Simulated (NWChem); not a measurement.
Program: NWChem. System: imidazole (C3H4N2), charge 0, spin multiplicity 1, at a geometry optimised with B3LYP/def2-SVP. Level: RHF/STO-3G.

The NWChem input:

```
start mol
memory heap 200 mb stack 900 mb global 1100 mb
geometry units angstroms nocenter noautoz
  C      0.891426     0.761743     0.000000
  C      0.983908    -0.612853     0.000000
  N     -0.320022    -1.058359     0.000000
  C     -1.124932     0.046597     0.000000
  N     -0.423665     1.156522     0.000000
  H      1.707040     1.484179     0.000000
  H      1.832151    -1.292749     0.000000
  H     -0.622742    -2.024984     0.000000
  H     -2.213050    -0.026511     0.000000
  symmetry group Cs
end
basis spherical
  * library sto-3g
end
scf
  rhf
  nopen 0
  maxiter 100
  thresh 1e-7
  semidirect memsize 60000000 filesize 0
end
task scf energy
```

Output (cleaned and shortened):

```
             Northwest Computational Chemistry Package (NWChem) 7.3.0
             --------------------------------------------------------

                                NWChem Input Module
                                -------------------

 Scaling coordinates for geometry "geometry" by  1.889725989
 (inverse scale =  0.529177249)

 Turning off AUTOSYM since
 SYMMETRY directive was detected!

                             Geometry "geometry" -> ""
                             -------------------------

 Output coordinates in angstroms (scale by  1.889725989 to convert to a.u.)

  No.       Tag          Charge          X              Y              Z
 ---- ---------------- ---------- -------------- -------------- --------------
    1 C                    6.0000     0.89142600     0.76174300     0.00000000
    2 C                    6.0000     0.98390800    -0.61285300     0.00000000
    3 N                    7.0000    -0.32002200    -1.05835900     0.00000000
    4 C                    6.0000    -1.12493200     0.04659700     0.00000000
    5 N                    7.0000    -0.42366500     1.15652200     0.00000000
    6 H                    1.0000     1.70704000     1.48417900     0.00000000
    7 H                    1.0000     1.83215100    -1.29274900     0.00000000
    8 H                    1.0000    -0.62274200    -2.02498400     0.00000000
    9 H                    1.0000    -2.21305000    -0.02651100     0.00000000

 Effective nuclear repulsion energy (a.u.)     162.9753922999

            Nuclear Dipole moment (a.u.)
            ----------------------------
        X                 Y               Z
 ---------------- ---------------- ----------------
     0.0000037795    -0.0000037795     0.0000000000

      Symmetry information
      --------------------

 Group name             Cs
 Group number              2
 Group order               2
 No. of unique centers     9

      Symmetry unique atoms

     1    2    3    4    5    6    7    8    9


 Summary of "ao basis" -> "" (spherical)
 ------------------------------------------------------------------------------
[...]
  ----- ------------  ---------------      ----- ------------  ---------------
    15      0.626068  3 N  pz                25     -0.585550  5 N  pz
     5     -0.400668  1 C  pz                20     -0.171001  4 C  pz

 Vector   18  Occ=2.000000D+00  E=-2.636191D-01  Symmetry=a"
              MO Center=  2.5D-01,  2.2D-02,  1.5D-16, r^2= 2.0D+00
   Bfn.  Coefficient  Atom+Function         Bfn.  Coefficient  Atom+Function
  ----- ------------  ---------------      ----- ------------  ---------------
    10      0.589194  2 C  pz                20     -0.532361  4 C  pz
     5      0.480499  1 C  pz                25     -0.219068  5 N  pz

 Vector   19  Occ=0.000000D+00  E= 3.023074D-01  Symmetry=a"
              MO Center= -7.1D-02, -2.1D-01,  1.1D-16, r^2= 2.0D+00
   Bfn.  Coefficient  Atom+Function         Bfn.  Coefficient  Atom+Function
  ----- ------------  ---------------      ----- ------------  ---------------
    20      0.656145  4 C  pz                10      0.647280  2 C  pz
    15     -0.568434  3 N  pz                 5     -0.354512  1 C  pz
    25     -0.331092  5 N  pz

 Vector   20  Occ=0.000000D+00  E= 3.838106D-01  Symmetry=a"
              MO Center=  1.5D-01,  5.9D-01, -7.9D-16, r^2= 1.7D+00
   Bfn.  Coefficient  Atom+Function         Bfn.  Coefficient  Atom+Function
  ----- ------------  ---------------      ----- ------------  ---------------
     5      0.717512  1 C  pz                25     -0.713498  5 N  pz
    10     -0.463807  2 C  pz                20      0.456736  4 C  pz

 Vector   21  Occ=0.000000D+00  E= 5.586016D-01  Symmetry=a'
              MO Center= -2.4D-01, -1.4D+00, -2.5D-16, r^2= 2.2D+00
   Bfn.  Coefficient  Atom+Function         Bfn.  Coefficient  Atom+Function
  ----- ------------  ---------------      ----- ------------  ---------------
    28     -1.075951  8 H  s                 12      1.066578  3 N  s
    14     -0.484060  3 N  py                 8      0.417531  2 C  px
    26     -0.333556  6 H  s                  2      0.274757  1 C  s
    27     -0.230516  7 H  s                 18     -0.228713  4 C  px
     3      0.167928  1 C  px                24     -0.166387  5 N  py

 center of mass
 --------------
 x =  -0.01944719 y =   0.05126692 z =   0.00000000

 moments of inertia (a.u.)
 ------------------
         192.475412320870           1.140868755065           0.000000000000
           1.140868755065         185.428158921317           0.000000000000
           0.000000000000           0.000000000000         377.903571242187

  Mulliken analysis of the total density
  --------------------------------------

    Atom       Charge   Shell Charges
 -----------   ------   -------------------------------------------------------
    1 C    6     6.02   1.99  1.11  2.91
    2 C    6     5.99   1.99  1.11  2.88
    3 N    7     7.31   1.99  1.44  3.87
    4 C    6     5.87   1.99  1.08  2.80
    5 N    7     7.28   2.00  1.66  3.62
    6 H    1     0.93   0.93
    7 H    1     0.92   0.92
    8 H    1     0.77   0.77
    9 H    1     0.92   0.92

       Multipole analysis of the density wrt the origin
       ------------------------------------------------

     L   x y z        total         open         nuclear
     -   - - -        -----         ----         -------
     0   0 0 0     -0.000000      0.000000     36.000000

     1   1 0 0      0.010935      0.000000      0.000004
     1   0 1 0     -1.414956      0.000000     -0.000004
     1   0 0 1     -0.000000      0.000000      0.000000

     2   2 0 0    -17.889580      0.000000    113.197836
     2   1 1 0      1.821808      0.000000      2.026810
     2   1 0 1      0.000000      0.000000      0.000000
     2   0 2 0    -19.620208      0.000000    110.442283
     2   0 1 1     -0.000000      0.000000      0.000000
     2   0 0 2    -21.010252      0.000000      0.000000

 Task  times  cpu:        0.2s     wall:        0.2s

 Total times  cpu:        0.2s     wall:        0.2s
```
